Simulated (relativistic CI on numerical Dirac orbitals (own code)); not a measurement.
## Mn⁺ in a cubic cluster: 3s photoemission with charge transfer

Computed with a charge-transfer multiplet model of a cubic metal-ligand cluster with up to 2 ligand holes, Slater and spin-orbit integrals from Dirac-Coulomb-Breit ions, Slater integrals scaled by 0.8. The ground state mixes d6 with configurations of k ligand holes L, whose averages lie at kΔ + k(k − 1)U_dd/2; a core hole lowers each added d electron by U_cd. 300 K, Lorentzian 1.4 eV and Gaussian 0.8 eV FWHM.

Atomic integrals in eV (Slater integrals scaled, ζ unscaled), ground: F2dd 7.203, F4dd 4.433, zeta_d 0.031; with the core hole: F2dd 8.355, F4dd 5.195, zeta_d 0.039, G2cd 8.770.

Cluster parameters (eV): Δ = 7.3, U_cd = 8.4, 10Dq = 1.25, 10Dq(ligand) = 1, V(eg) = 2.7, V(t2g) = -1.45, final-state hopping factor = 0.9.

```csv
Case,n_d,d6,d7L,d8L2,S
U_dd = 4.8 eV,6.31,0.71,0.27,0.02,0.01
U_dd = 5.5 eV,6.31,0.71,0.27,0.02,0.01
U_dd = 6.9 eV,6.30,0.72,0.27,0.02,0.01
U_dd = 7.6 eV,6.30,0.72,0.26,0.02,0.01
U_dd = 8.3 eV,6.30,0.72,0.26,0.02,0.01
```

Weights, n_d and S are thermal averages at 300 K. Binding energies count from the first peak over 30 % of the highest in each spectrum, which can be another peak from case to case. The parameters are a model scan and need not match a compound or its usual spin state. Peaks in eV (height, largest 100):
- U_dd = 4.8 eV: 0.0 (100), 6.1 (21), 9.0 (23)
- U_dd = 5.5 eV: 0.0 (100), 6.2 (20), 9.0 (23)
- U_dd = 6.9 eV: 0.0 (100), 6.4 (17), 9.3 (22)
- U_dd = 7.6 eV: 0.0 (100), 6.4 (17), 9.4 (22)
- U_dd = 8.3 eV: 0.0 (100), 6.5 (16), 9.5 (22)

For the case U_dd = 6.9 eV, Δ = 7.3 eV is larger than U_dd = 6.9 eV, the Mott-Hubbard side of the Zaanen-Sawatzky-Allen scheme. With the core hole the average of the configuration with one ligand hole lies at Δ − U_cd = -1.1 eV before mixing: the effective hopping of about 4.6 eV (from the holes of the mixed ground state) is comparable with this gap or larger, so the configurations mix strongly.

Without intra-shell correlation the exchange splitting of the 3s hole comes out too large.
